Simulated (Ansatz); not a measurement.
# C2H6Cd (SMILES [CH3][Cd][CH3]): the electronic atomisation energy, rung by rung

C2H6Cd: 9 atoms, total charge 0, spin state singlet. SMILES: `[CH3][Cd][CH3]`. Geometry: relaxed at PBE0-D4/def2-TZVP.

Quantity: the electronic atomisation energy, in eV. The values are calculated. Electronic energies at fixed atoms, without zero-point motion or spin-orbit coupling.

```json
{"level": "BLYP/def2-SVP (core potential)", "kind": "GGA", "program": "Ansatz", "value (eV)": "29.21", "less CCSD(T)/def2-SVP": "+0.54"}
{"level": "PBE/def2-SVP (core potential)", "kind": "GGA", "program": "Ansatz", "value (eV)": "30.15", "less CCSD(T)/def2-SVP": "+1.48"}
{"level": "revPBE/def2-SVP (core potential)", "kind": "GGA", "program": "Ansatz", "value (eV)": "29.24", "less CCSD(T)/def2-SVP": "+0.57"}
{"level": "B3LYP/def2-SVP (core potential)", "kind": "global hybrid", "program": "Ansatz", "value (eV)": "29.60", "less CCSD(T)/def2-SVP": "+0.93"}
{"level": "CAM-B3LYP/def2-SVP (core potential)", "kind": "range-separated hybrid", "program": "Ansatz", "value (eV)": "29.95", "less CCSD(T)/def2-SVP": "+1.28"}
{"level": "B2PLYP/def2-SVP (core potential)", "kind": "double hybrid", "program": "Ansatz", "value (eV)": "29.35", "less CCSD(T)/def2-SVP": "+0.68"}
{"level": "MP2/def2-SVP (core potential)", "kind": "perturbation theory", "program": "Ansatz", "value (eV)": "28.71", "less CCSD(T)/def2-SVP": "+0.04"}
{"level": "CCSD(T)/def2-SVP (core potential)", "kind": "coupled cluster or CI", "program": "Ansatz", "value (eV)": "28.67", "less CCSD(T)/def2-SVP": "0.00"}
```

CCSD(T)/def2-SVP (core potential) is the highest level here, not the true value. Correlated wave functions underbind in double-zeta sets. The values span 28.67 to 30.15 eV.
